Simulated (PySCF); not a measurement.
Level of theory: B3LYP-D3(BJ)/def2-TZVP // B3LYP-D3(BJ)/def2-SVP run with PySCF. Gas-phase values, no solvent. One relaxed conformer stands for a flexible species; it need not be the lowest. B3LYP has the VWN-RPA correlation part, as in Gaussian. Excitations are Tamm–Dancoff values on a coarser integration grid. The basis has no diffuse functions, so Rydberg states are missing or too high.

Reference species (SMILES): `Bc1c(F)ccc2cccnc12` (neutral, multiplicity 1).

* **T1 excitation (TDA)**: 2.88 eV
* **brightest of the four lowest singlets (TDA)**: 4.32 eV
* **HOMO–LUMO gap**: 4.43 eV

Changed species: `c1cc(c(B)c2c1nccc2)F`.

### Question
What does the change do to the T1 excitation (TDA), brightest of the four lowest singlets (TDA) and HOMO–LUMO gap?

### Answer
the T1 excitation (TDA) falls by 0.11 eV, to 2.77 eV; the brightest of the four lowest singlets (TDA) falls by 0.11 eV, to 4.21 eV; the HOMO–LUMO gap drops by 0.13 eV, to 4.30 eV.
